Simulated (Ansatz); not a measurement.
Fe₃⁺, relaxed as a multiplicity 10 with UKS PBE0-D4/def2-TZVP in Ansatz, starting from the GFN1-xTB geometry. Force threshold 0.02 eV/Å.

The charge 1 multiplicity 10 is spin-contaminated (final ⟨S²⟩ up to 24.95, 24.75 for a pure state). The structure comes from a short search, and lower isomers may exist.

Start:

```
atom   x (Å)   y (Å)   z (Å)
 Fe1  -0.468  -1.334  -0.186
 Fe2   1.077   0.638  -0.742
 Fe3  -0.610   0.696   0.927
```

Estimate the energy that the relaxation releases and the steps that it takes.

1.8 kcal/mol, in 4 steps; 56 s on 2 threads of Arm Neoverse V2 on a shared host. No frequencies were taken in this run, so the end may be a saddle point.

Does the start keep its bonding and symmetry?

By distances, no bond broke or formed. The bond that changes most is Fe1–Fe2, from 2.57 to 2.43 Å (atoms count from 1). The end is the same structure that another start reached, the lowest one found. Point group Cs at the start, D3h at the end, both within 0.05 Å.

Predict the relaxed structure.


Cartesian coordinates in Å:
```
Fe -0.404 -1.320 -0.241
Fe 1.045 0.561 -0.747
Fe -0.641 0.759 0.988
```
Bond lengths (bridged metal pairs left out): 3 × Fe–Fe 2.43 Å.
